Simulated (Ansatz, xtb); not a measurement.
# Relaxing a trial structure of F2H4Si3

The starting geometry of this gas-phase singlet has its atoms placed at random.

```tsv
atom	x (Å)	y (Å)	z (Å)
F	0.3186	-1.9690	-1.2551
F	1.0815	1.2833	-0.6047
Si	0.2867	-1.0369	1.2758
Si	1.4762	-0.2357	-1.1762
Si	-0.1038	1.0994	1.4456
H	-0.9902	-1.0310	1.5212
H	-1.2910	-0.9366	0.4629
H	0.0563	0.1195	-1.4835
H	-0.9061	1.8442	0.5554
```

**Question.** Guess where an optimisation with r2SCAN-D4/def2-SVP ends from this start.

**Answer.** It ends as a structure with H7 bridging Si5 and Si4, given below by its coordinates. Distances that change by over a tenth: Si3–H6 (1.30 → 1.56 Å), Si3–H7 (1.78 → 3.14 Å). Contacts that open: F2–Si4 (1.67 → 3.46 Å). Contacts that close: F1–Si4 (2.09 → 1.63 Å), F2–Si5 (2.38 → 1.63 Å), Si3–Si4 (2.84 → 2.32 Å), Si4–Si5 (3.34 → 2.46 Å), Si4–H7 (3.29 → 1.70 Å), Si5–H7 (2.55 → 1.71 Å).

The energy falls by 9.70 eV over 36 steps:

| step | E − E(last) (eV) |
| --- | --- |
| 1 | 9.697 |
| 5 | 3.807 |
| 9 | 3.048 |
| 13 | 2.254 |
| 17 | 1.977 |
| 20 | 1.864 |
| 24 | 1.154 |
| 28 | 0.063 |
| 32 | 0.005 |
| 36 | 0.000 |

Final geometry (Å):

```yaml
atoms:
  - { symbol: F, position_ang: [-0.7174, -1.8605, -1.4455] }
  - { symbol: F, position_ang: [0.8080, 2.2130, 0.5696] }
  - { symbol: Si, position_ang: [0.7259, -1.1243, 1.6066] }
  - { symbol: Si, position_ang: [0.4248, -0.9845, -0.6886] }
  - { symbol: Si, position_ang: [-0.1052, 0.8890, 0.8225] }
  - { symbol: H, position_ang: [-0.8196, -1.2437, 1.4350] }
  - { symbol: H, position_ang: [-0.3340, 0.5291, -0.8370] }
  - { symbol: H, position_ang: [1.4522, -0.6431, -1.7107] }
  - { symbol: H, position_ang: [-1.5064, 1.3624, 0.9894] }
```

From the same start GFN2-xTB ends elsewhere, differing in Si4–Si5 (3.72 against 2.46 Å here), Si4–H7 (4.35 against 1.70 Å here).

From so rough a start the end depends on the optimiser's path, so another program may land elsewhere. The end wasn't checked by frequencies. Run with Ansatz 0.2.0, 2.5 min on 2 threads of AMD EPYC 7R43 64-Core Processor (Zen 3), with other jobs on the host.
